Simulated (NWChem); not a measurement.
System: Si2H3, doublet; SMILES [SiH]=[SiH2]

Excerpt of the output:

```
             Northwest Computational Chemistry Package (NWChem) 7.3.0
             --------------------------------------------------------

 C1  symmetry detected

                             Geometry "geometry" -> ""
                             -------------------------

 Output coordinates in angstroms (scale by  1.889725989 to convert to a.u.)

  No.       Tag          Charge          X              Y              Z
 ---- ---------------- ---------- -------------- -------------- --------------
    1 Si                  14.0000    -0.07577421    -1.23201125     0.01124379
    2 Si                  14.0000    -0.01983840     1.04788460    -0.01764444
    3 H                    1.0000     1.43700266    -1.25098927    -0.22950661
    4 H                    1.0000     1.15094146     1.92631182     0.31013024
    5 H                    1.0000    -1.24936761     1.90245058     0.00898545

 Effective nuclear repulsion energy (a.u.)      67.8129443038

                                 NWChem DFT Module
                                 -----------------

 Summary of "ao basis" -> "ao basis" (spherical)
 ------------------------------------------------------------------------------
       Tag                 Description            Shells   Functions and Types
 ---------------- ------------------------------  ------  ---------------------
 Si                         def2-svp                 8       18   4s3p1d
 H                          def2-svp                 3        5   2s1p

            General Information
            -------------------
          SCF calculation type: DFT
          Wavefunction type:  spin polarized.
          No. of atoms     :     5
          No. of electrons :    31
           Alpha electrons :    16
            Beta electrons :    15
          Charge           :     0
          Spin multiplicity:     2
          Use of symmetry is: off; symmetry adaption is: off
          Maximum number of iterations: 200
          AO basis - number of functions:    51
                     number of shells:    25
          Convergence on energy requested:  1.00D-06
          Convergence on density requested:  1.00D-05
          Convergence on gradient requested:  5.00D-04

              XC Information
              --------------
                    Becke 1988 Exchange Functional  1.000
              Lee-Yang-Parr Correlation Functional  1.000

             Grid Information
             ----------------
          Grid used for XC integration:  medium
          Radial quadrature: Mura-Knowles
          Angular quadrature: Lebedev.
          Tag              B.-S. Rad. Rad. Pts. Rad. Cut. Ang. Pts.
          ---              ---------- --------- --------- ---------
          Si                  1.10       88          10.0       590
          H                   0.35       45          11.0       434
          Grid pruning is: on
          Number of quadrature shells:   311
          Spatial weights used:  Erf1

      Non-variational initial energy
      ------------------------------

 Total energy =      67.812944
 1-e energy   =       0.000000
 2-e energy   =       0.000000
 HOMO         =     -11.569434
 LUMO         =     -11.465600

   convergence    iter        energy       DeltaE   RMS-Dens  Diis-err
 ---------------- ----- ----------------- --------- --------- ---------
 d= 0,ls=0.0,diis     1   -571.3170252289 -6.39D+02  1.84D-01  6.49D+00
                                                     1.27D-01  6.98D+00
 d= 0,ls=0.0,diis     2   -576.8668970247 -5.55D+00  1.30D-01  3.58D+00
                                                     4.98D-02  3.27D+00
 d= 0,ls=0.0,diis     3   -579.6961418219 -2.83D+00  4.71D-02  6.53D-01
                                                     3.76D-02  4.99D-01
 d= 0,ls=0.0,diis     4   -578.9608710608  7.35D-01  2.42D-02  1.14D+00
                                                     2.61D-02  9.65D-01
 d= 0,ls=0.0,diis     5   -580.4762165259 -1.52D+00  4.64D-03  1.76D-02
                                                     3.83D-03  9.73D-03
  Resetting Diis
 d= 0,ls=0.0,diis     6   -580.4890011620 -1.28D-02  2.29D-03  2.55D-03
                                                     1.92D-03  2.69D-03
 d= 0,ls=0.0,diis     7   -580.4915144444 -2.51D-03  1.67D-03  4.62D-04
                                                     1.36D-03  3.69D-04
 d= 0,ls=0.0,diis     8   -580.4912096013  3.05D-04  8.87D-04  7.31D-04
                                                     8.26D-04  6.95D-04
 d= 0,ls=0.0,diis     9   -580.4920357957 -8.26D-04  1.22D-04  4.25D-06
                                                     1.16D-04  3.18D-06
 d= 0,ls=0.0,diis    10   -580.4920382453 -2.45D-06  1.23D-04  4.35D-06
                                                     8.89D-05  2.76D-06
 d= 0,ls=0.0,diis    11   -580.4920414752 -3.23D-06  4.81D-05  1.94D-06
                                                     5.41D-05  1.79D-06
 d= 0,ls=0.0,diis    12   -580.4920438980 -2.42D-06  1.40D-05  6.98D-08
                                                     9.28D-06  2.51D-08
 d= 0,ls=0.0,diis    13   -580.4920439830 -8.50D-08  6.85D-06  8.92D-09
                                                     6.30D-06  5.45D-09

         Total DFT energy =     -580.492043983003
      One electron energy =     -938.482136051274
           Coulomb energy =      332.980921853208
    Exchange-Corr. energy =      -42.803774088768
 Nuclear repulsion energy =       67.812944303831

 Numeric. integr. density =       31.000006418712

                    DFT Final Alpha Molecular Orbital Analysis
                    ------------------------------------------

 Vector   14  Occ=1.000000D+00  E=-2.681332D-01
              MO Center=  1.9D-01, -2.6D-01, -4.8D-02, r^2= 3.5D+00
   Bfn.  Coefficient  Atom+Function         Bfn.  Coefficient  Atom+Function
  ----- ------------  ---------------      ----- ------------  ---------------
    37      0.310087  3 H  s                 27      0.242171  2 Si py
    38      0.221407  3 H  s                 47      0.220161  5 H  s
     8      0.205438  1 Si px                30      0.195292  2 Si py
     9     -0.190325  1 Si py                21     -0.163257  2 Si s
    48      0.157721  5 H  s                 11      0.152037  1 Si px

 Vector   15  Occ=1.000000D+00  E=-2.103279D-01
              MO Center= -8.5D-02, -8.4D-01,  9.6D-03, r^2= 3.5D+00
   Bfn.  Coefficient  Atom+Function         Bfn.  Coefficient  Atom+Function
  ----- ------------  ---------------      ----- ------------  ---------------
     4      0.412887  1 Si s                  3      0.371262  1 Si s
     2      0.223840  1 Si s                  9     -0.208890  1 Si py
     8     -0.198585  1 Si px                11     -0.193774  1 Si px
    21     -0.194401  2 Si s                 12     -0.181706  1 Si py
    30      0.179413  2 Si py                22     -0.173264  2 Si s

 Vector   16  Occ=1.000000D+00  E=-1.953966D-01
              MO Center= -5.8D-02,  3.6D-03, -1.2D-01, r^2= 3.4D+00
   Bfn.  Coefficient  Atom+Function         Bfn.  Coefficient  Atom+Function
  ----- ------------  ---------------      ----- ------------  ---------------
    31      0.433506  2 Si pz                13      0.322879  1 Si pz
    28      0.307060  2 Si pz                10      0.245271  1 Si pz
    25     -0.162962  2 Si pz                 4     -0.136259  1 Si s
     7     -0.131071  1 Si pz                11      0.119095  1 Si px
     8      0.108660  1 Si px                 3     -0.100683  1 Si s

 Vector   17  Occ=0.000000D+00  E=-1.042846D-01
              MO Center= -1.2D-02, -3.1D-01,  5.5D-03, r^2= 4.2D+00
   Bfn.  Coefficient  Atom+Function         Bfn.  Coefficient  Atom+Function
  ----- ------------  ---------------      ----- ------------  ---------------
    13      0.621234  1 Si pz                31     -0.508881  2 Si pz
    10      0.341938  1 Si pz                28     -0.278384  2 Si pz
     7     -0.180463  1 Si pz                25      0.144079  2 Si pz
    22      0.134973  2 Si s                 43     -0.111596  4 H  s
    29      0.101377  2 Si px                30      0.091981  2 Si py

 Vector   18  Occ=0.000000D+00  E=-1.666253D-02
              MO Center=  1.2D-01, -5.6D-02,  1.2D-01, r^2= 5.2D+00
   Bfn.  Coefficient  Atom+Function         Bfn.  Coefficient  Atom+Function
  ----- ------------  ---------------      ----- ------------  ---------------
    22      1.199163  2 Si s                 43     -0.823506  4 H  s
    12     -0.749103  1 Si py                21      0.497844  2 Si s
    48     -0.427119  5 H  s                 38     -0.412547  3 H  s
    11      0.341319  1 Si px                 9     -0.263352  1 Si py
    20      0.251174  2 Si s                 31      0.242653  2 Si pz

 Vector   19  Occ=0.000000D+00  E= 1.688017D-02
              MO Center= -2.0D-01,  3.0D-01, -5.7D-02, r^2= 4.5D+00
   Bfn.  Coefficient  Atom+Function         Bfn.  Coefficient  Atom+Function
  ----- ------------  ---------------      ----- ------------  ---------------
    48      1.089366  5 H  s                 22     -0.979644  2 Si s
    29      0.932819  2 Si px                38     -0.845706  3 H  s
     4      0.672505  1 Si s                 11      0.454681  1 Si px
     3      0.385370  1 Si s                 12      0.334849  1 Si py
    43     -0.275317  4 H  s                 47      0.233040  5 H  s

                     DFT Final Beta Molecular Orbital Analysis
                     -----------------------------------------

 Vector   13  Occ=1.000000D+00  E=-3.178273D-01
              MO Center=  7.0D-02,  1.5D+00,  1.1D-01, r^2= 2.4D+00
   Bfn.  Coefficient  Atom+Function         Bfn.  Coefficient  Atom+Function
  ----- ------------  ---------------      ----- ------------  ---------------
    42      0.346276  4 H  s                 47     -0.297958  5 H  s
    26      0.291049  2 Si px                29      0.214160  2 Si px
    43      0.173518  4 H  s                 23     -0.166853  2 Si px
    48     -0.149699  5 H  s                  3     -0.066890  1 Si s
     8      0.063978  1 Si px                37      0.060727  3 H  s

 Vector   14  Occ=1.000000D+00  E=-2.627839D-01
              MO Center=  1.9D-01, -3.0D-01, -5.4D-02, r^2= 3.4D+00
   Bfn.  Coefficient  Atom+Function         Bfn.  Coefficient  Atom+Function
  ----- ------------  ---------------      ----- ------------  ---------------
    37      0.313884  3 H  s                 27      0.238886  2 Si py
    38      0.221863  3 H  s                 47      0.215408  5 H  s
     8      0.208729  1 Si px                 9     -0.191891  1 Si py
    30      0.185969  2 Si py                21     -0.176138  2 Si s
    11      0.160291  1 Si px                48      0.156379  5 H  s

 Vector   15  Occ=1.000000D+00  E=-2.037866D-01
              MO Center= -1.0D-01, -9.7D-01,  8.4D-02, r^2= 3.3D+00
   Bfn.  Coefficient  Atom+Function         Bfn.  Coefficient  Atom+Function
  ----- ------------  ---------------      ----- ------------  ---------------
     4      0.415669  1 Si s                  3      0.371760  1 Si s
     2      0.226070  1 Si s                  9     -0.222181  1 Si py
    12     -0.205524  1 Si py                21     -0.198075  2 Si s
     8     -0.190380  1 Si px                11     -0.186128  1 Si px
    30      0.175114  2 Si py                27      0.162328  2 Si py

 Vector   16  Occ=0.000000D+00  E=-1.625639D-01
              MO Center= -6.1D-02, -5.0D-02, -1.1D-01, r^2= 3.4D+00
   Bfn.  Coefficient  Atom+Function         Bfn.  Coefficient  Atom+Function
  ----- ------------  ---------------      ----- ------------  ---------------
    31      0.432016  2 Si pz                13      0.351573  1 Si pz
    28      0.286330  2 Si pz                10      0.247188  1 Si pz
    25     -0.155604  2 Si pz                 7     -0.134530  1 Si pz
     4     -0.124177  1 Si s                 11      0.113710  1 Si px
     8      0.095126  1 Si px                 3     -0.089246  1 Si s

 Vector   17  Occ=0.000000D+00  E=-8.060299D-02
              MO Center=  1.4D-03, -1.7D-01, -6.1D-02, r^2= 4.3D+00
   Bfn.  Coefficient  Atom+Function         Bfn.  Coefficient  Atom+Function
  ----- ------------  ---------------      ----- ------------  ---------------
    13      0.604817  1 Si pz                31     -0.534829  2 Si pz
    10      0.312077  1 Si pz                28     -0.272315  2 Si pz
    22      0.178943  2 Si s                  7     -0.167308  1 Si pz
    43     -0.166769  4 H  s                 29      0.146420  2 Si px
    25      0.145647  2 Si pz                11      0.112363  1 Si px

 Vector   18  Occ=0.000000D+00  E=-4.587586D-03
              MO Center=  1.6D-01, -1.9D-01,  1.1D-01, r^2= 5.1D+00
   Bfn.  Coefficient  Atom+Function         Bfn.  Coefficient  Atom+Function
  ----- ------------  ---------------      ----- ------------  ---------------
    22      1.008764  2 Si s                 43     -0.804165  4 H  s
    12     -0.715579  1 Si py                38     -0.542430  3 H  s
    21      0.531430  2 Si s                 11      0.434061  1 Si px
    48     -0.306280  5 H  s                 29      0.283376  2 Si px
    31      0.273740  2 Si pz                20      0.249334  2 Si s

   alpha - beta orbital overlaps
   -----------------------------

   alpha      1      2      3      4      5      6      7      8      9     10
    beta      1      2      3      4      5      6      7      8      9     10
 overlap   1.000  1.000  1.000  1.000  1.000  1.000  1.000  0.987  0.994  0.992

   alpha     11     12     13     14     15     16     17     18     19     20
    beta     11     12     13     14     15     16     17     18     19     20
 overlap   0.999  0.999  1.000  0.999  0.995  0.999  0.994  0.988  0.990  0.997

   alpha     21     22     23     24     25     26     27     28     29     30
    beta     21     22     23     24     25     26     27     28     29     30
 overlap   0.997  0.998  0.998  0.995  0.997  0.981  0.978  0.995  0.997  0.981

   alpha     31     32     33     34     35     36     37     38     39     40
    beta     31     32     33     34     35     36     37     38     39     40
 overlap   0.971  0.985  0.978  0.952  0.973  0.994  0.996  0.994  0.992  0.996

   alpha     41     42     43     44     45     46     47     48     49     50
    beta     41     42     43     44     45     46     47     48     49     50
 overlap   0.998  0.998  1.000  1.000  0.999  0.999  0.999  1.000  1.000  1.000

   alpha     51
    beta     51
 overlap   1.000

     --------------------------
     Expectation value of S2:
     --------------------------
      <S2> =      0.7608 (Exact =     0.7500)

     Multipole analysis of the density
     ---------------------------------

     L   x y z        total         alpha         beta         nuclear
     -   - - -        -----         -----         ----         -------
     0   0 0 0     -0.000000    -16.000000    -15.000000     31.000000

     1   1 0 0      0.054986      0.088256     -0.033270      0.000000
     1   0 1 0      0.381165      0.077271      0.303895     -0.000000
     1   0 0 1     -0.046948      0.170894     -0.217842      0.000000

[...]

                         DFT ENERGY GRADIENTS

    atom               coordinates                        gradient
                 x          y          z           x          y          z
   1 Si     -0.143192  -2.328164   0.021248    0.002975   0.006581  -0.001260
   2 Si     -0.037489   1.980215  -0.033343   -0.000176  -0.002664   0.001709
   3 H       2.715541  -2.364027  -0.433705   -0.003028   0.000558   0.001018
   4 H       2.174964   3.640202   0.586061   -0.002029  -0.002343  -0.001345
   5 H      -2.360962   3.595110   0.016980    0.002258  -0.002132  -0.000122
```

Level: BLYP/def2-SVP, spin-unrestricted. Structure relaxed at the PBE0/def2-SVP, spin-unrestricted level. No stability test was run on the SCF state.

**Question.** Write an input that gives this output.

**Answer.** One answer among several that fit: the input that was run:
```
start job
memory heap 200 mb stack 900 mb global 1100 mb
geometry units angstroms noautoz
  Si    -0.046690    -1.294589     0.161299
  Si    -0.160339     0.970969    -0.075807
  H      1.452808    -1.230163    -0.145572
  H      0.954318     1.955832     0.117534
  H     -1.447605     1.736247    -0.070321
end
basis spherical
  * library def2-svp
end
dft
  odft
  mult 2
  xc becke88 lyp
  iterations 200
  vectors input hcore
end
task dft gradient
```
